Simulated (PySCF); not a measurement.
B(H)(Br)(OEt) (C2H6BBrO), SMILES CCOBBr.

Coordinates come from a PBE0-D3(BJ)/def2-SVP optimisation. This is a generated structure with no PubChem entry under its InChIKey; it may be hypothetical. Other conformers were not sampled.

Computed with TDDFT-ωB97X/def2-SVPD (PySCF).

Vertical excitations. The molecule is in vacuum.

```json
[
 {"state": "S1", "energy (eV)": "6.47", "λ (nm)": "192", "f": "0.001", "main pairs": "HOMO→LUMO 93 %"},
 {"state": "S2", "energy (eV)": "7.24", "λ (nm)": "171", "f": "0.175", "main pairs": "HOMO−1→LUMO 92 %"},
 {"state": "S3", "energy (eV)": "7.32", "λ (nm)": "169", "f": "0.002", "main pairs": "HOMO−2→LUMO 89 %"},
 {"state": "S4", "energy (eV)": "8.07", "λ (nm)": "154", "f": "0.060", "main pairs": "HOMO→LUMO+2 48 %, HOMO→LUMO+1 35 %"},
 {"state": "S5", "energy (eV)": "8.35", "λ (nm)": "148", "f": "0.074", "main pairs": "HOMO−1→LUMO+2 41 %, HOMO−1→LUMO+1 37 %"},
 {"state": "S6", "energy (eV)": "8.48", "λ (nm)": "146", "f": "0.033", "main pairs": "HOMO→LUMO+1 37 %, HOMO→LUMO+3 14 %, HOMO→LUMO+5 13 %, HOMO→LUMO+2 10 %"},
 {"state": "S7", "energy (eV)": "8.73", "λ (nm)": "142", "f": "0.035", "main pairs": "HOMO−1→LUMO+1 31 %, HOMO−4→LUMO 12 %, HOMO−1→LUMO+2 10 %, HOMO−1→LUMO+5 9 %"},
 {"state": "S8", "energy (eV)": "8.84", "λ (nm)": "140", "f": "0.009", "main pairs": "HOMO−4→LUMO 39 %, HOMO−3→LUMO 18 %, HOMO−6→LUMO 12 %, HOMO−1→LUMO+1 9 %"},
 {"state": "S9", "energy (eV)": "8.96", "λ (nm)": "138", "f": "0.148", "main pairs": "HOMO−3→LUMO 59 %, HOMO−4→LUMO 30 %"},
 {"state": "S10", "energy (eV)": "9.35", "λ (nm)": "133", "f": "0.082", "main pairs": "HOMO→LUMO+3 34 %, HOMO→LUMO+5 22 %, HOMO−2→LUMO+1 15 %, HOMO−2→LUMO+2 6 %"},
 {"state": "T1", "energy (eV)": "6.24", "λ (nm)": "199", "f": "0", "main pairs": "HOMO→LUMO 83 %"},
 {"state": "T2", "energy (eV)": "6.37", "λ (nm)": "195", "f": "0", "main pairs": "HOMO−1→LUMO 93 %"},
 {"state": "T3", "energy (eV)": "6.98", "λ (nm)": "178", "f": "0", "main pairs": "HOMO−2→LUMO 78 %"},
 {"state": "T4", "energy (eV)": "7.58", "λ (nm)": "164", "f": "0", "main pairs": "HOMO−3→LUMO 62 %, HOMO−4→LUMO 18 %"}
]
```
Triplets are in the Tamm–Dancoff approximation, which puts them higher than full response would, so one can lie above its singlet here.
